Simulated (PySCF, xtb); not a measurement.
C6H8, SMILES C([C@H]1[C@H](C1)C)#C.

Harmonic wavenumbers (cm⁻¹) from GFN2-xTB (xtb) at its own minimum, in rising order: 129, 154, 186, 299, 353, 456, 511, 652, 662, 814, 845, 871, 937, 982, 1053, 1067, 1077, 1111, 1118, 1170, 1226, 1323, 1396, 1417, 1469, 1490, 1498, 2284, 3015, 3021, 3024, 3035, 3048, 3087, 3102, 3400.

What does PySCF with B3LYP-D3(BJ)/def2-SVP give at its own minimum? (The exact figures need the calculation; the answer reports its results.)

143, 177, 222, 331, 373, 523, 581, 654, 704, 764, 790, 850, 916, 948, 1026, 1058, 1088, 1120, 1135, 1188, 1223, 1358, 1387, 1419, 1459, 1467, 1485, 2223, 3030, 3105, 3121, 3125, 3136, 3143, 3222, 3473. Paired by order, the mean absolute difference is 38 cm⁻¹ and the zero-point energies are 73.3 and 74.3 kcal/mol.
